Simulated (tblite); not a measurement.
C₃H₁₀OSi₂.
Atom-mapped SMILES: `[SiH3:1][O:2][CH:3]1[CH2:4][SiH2:5][CH2:6]1` (hydrogens: H7, H8, H9 on Si1; H10 on C3; H11, H12 on C4; H13, H14 on Si5; H15, H16 on C6)

Computed with GFN2-xTB (tblite), gas phase: L-BFGS steps from a force-field or distance-geometry start until the largest atomic force falls under 0.01 eV/Å.

The end geometry, which sets the zero of energy:
```
atom  x, y, z in Å
Si1     2.6115    0.5527    0.0818
O2      1.2674   -0.1859   -0.4223
C3      0.0641   -0.4262    0.2381
C4     -0.7976    0.8314    0.4734
Si5    -2.3484   -0.0899   -0.1503
C6     -0.9126   -1.2583   -0.6148
H7      3.1992   -0.1366    1.2366
H8      2.3675    1.9443    0.4795
H9      3.4106    0.4409   -1.1278
H10     0.2689   -0.9274    1.1922
H11    -0.4733    1.6292   -0.1921
H12    -0.7566    1.2102    1.4915
H13    -3.1056    0.5177   -1.2424
H14    -3.2273   -0.5861    0.9094
H15    -0.6225   -1.1974   -1.6619
H16    -0.9529   -2.3097   -0.3431
```

Question: These geometries come from the run, each turned onto the end geometry. Order them by energy, lowest first.
A.
```
atom  x, y, z in Å
Si1     2.6448    0.4630    0.2104
O2      1.3559   -0.1987   -0.5831
C3      0.1006   -0.3656    0.0687
C4     -0.7847    0.9235    0.1978
Si5    -2.3304   -0.1708    0.0638
C6     -0.9483   -1.1974   -0.7336
H7      2.9409   -0.3457    1.4147
H8      2.2968    1.8406    0.6466
H9      3.8298    0.5005   -0.6662
H10     0.2550   -0.8437    1.0778
H11    -0.6801    1.6072   -0.6595
H12    -0.6958    1.4816    1.1188
H13    -3.3798    0.3136   -0.8361
H14    -2.7598   -0.7099    1.3672
H15    -0.8793   -1.0321   -1.8183
H16    -0.9732   -2.2575   -0.5211
```
B.
```
atom  x, y, z in Å
Si1     2.6432    0.5232    0.0985
O2      1.2558   -0.0996   -0.4402
C3      0.0578   -0.3683    0.2180
C4     -0.8409    0.8641    0.4453
Si5    -2.3697   -0.1311   -0.1195
C6     -0.8959   -1.2312   -0.6298
H7      3.1405   -0.2188    1.2630
H8      2.4978    1.9264    0.5045
H9      3.4647    0.3318   -1.0845
H10     0.2760   -0.8585    1.1744
H11    -0.5627    1.6543   -0.2500
H12    -0.7889    1.2730    1.4510
H13    -3.1907    0.4412   -1.1855
H14    -3.1859   -0.6752    0.9669
H15    -0.6308   -1.1327   -1.6806
H16    -0.8779   -2.2897   -0.3838
```
C.
```
atom  x, y, z in Å
Si1     2.6632    0.4959    0.1367
O2      1.2769   -0.1197   -0.4142
C3      0.0511   -0.3562    0.2050
C4     -0.8468    0.8826    0.3971
Si5    -2.3800   -0.1498   -0.0919
C6     -0.8951   -1.2080   -0.6584
H7      3.1655   -0.2331    1.3098
H8      2.5154    1.9002    0.5328
H9      3.4875    0.3151   -1.0469
H10     0.2251   -0.8423    1.1731
H11    -0.5932    1.6370   -0.3461
H12    -0.7705    1.3423    1.3786
H13    -3.2885    0.3802   -1.1055
H14    -3.1211   -0.7057    1.0416
H15    -0.6471   -1.0556   -1.7069
H16    -0.8501   -2.2741   -0.4570
```
D.
```
atom  x, y, z in Å
Si1     2.6509    0.4999    0.1667
O2      1.2813   -0.1273   -0.4137
C3      0.0482   -0.3602    0.1918
C4     -0.8363    0.8879    0.3616
Si5    -2.3769   -0.1514   -0.0708
C6     -0.9007   -1.2027   -0.6769
H7      3.1119   -0.2588    1.3321
H8      2.5212    1.9062    0.5659
H9      3.4900    0.3249   -1.0061
H10     0.1921   -0.8441    1.1674
H11    -0.5885    1.6020   -0.4211
H12    -0.7372    1.3909    1.3188
H13    -3.3273    0.3526   -1.0608
H14    -3.0226   -0.7194    1.1148
H15    -0.6660   -1.0183   -1.7241
H16    -0.8476   -2.2734   -0.4977
```
E.
```
atom  x, y, z in Å
Si1     2.6080    0.4795    0.2249
O2      1.3129   -0.1493   -0.5137
C3      0.0776   -0.3557    0.0954
C4     -0.7783    0.9092    0.2602
Si5    -2.3387   -0.1592    0.0040
C6     -0.9092   -1.2061   -0.7162
H7      2.9335   -0.2971    1.4333
H8      2.3740    1.8561    0.6834
H9      3.5751    0.3800   -0.8578
H10     0.2333   -0.8132    1.0770
H11    -0.5952    1.5728   -0.5829
H12    -0.6171    1.4776    1.1730
H13    -3.4071    0.3140   -0.8770
H14    -2.8686   -0.6930    1.2662
H15    -0.7555   -1.0294   -1.7788
H16    -0.8523   -2.2773   -0.5435
```

Answer: B (0.005 eV), C (0.011 eV), D (0.020 eV), E (0.053 eV), A (0.314 eV).

In the order of the answer:

```tsv
step	E above end (eV)	largest force (eV/Å)	rms force component (eV/Å)	rms distance from end (Å)	rms bond change (Å)	bond most changed (Å)
55	0.005	0.05	0.016	0.091	0.001	Si1–H9 -0.001
45	0.011	0.05	0.017	0.149	0.001	C4–Si5 +0.003
33	0.020	0.10	0.033	0.191	0.002	C3–C4 -0.003
21	0.053	0.18	0.052	0.304	0.003	C3–C4 -0.006
1	0.314	0.97	0.291	0.371	0.019	Si1–O2 +0.038
```

The cost below is that of the whole relaxation. The run took 0.58 s of wall time on Arm Neoverse V1, one thread, shared host.
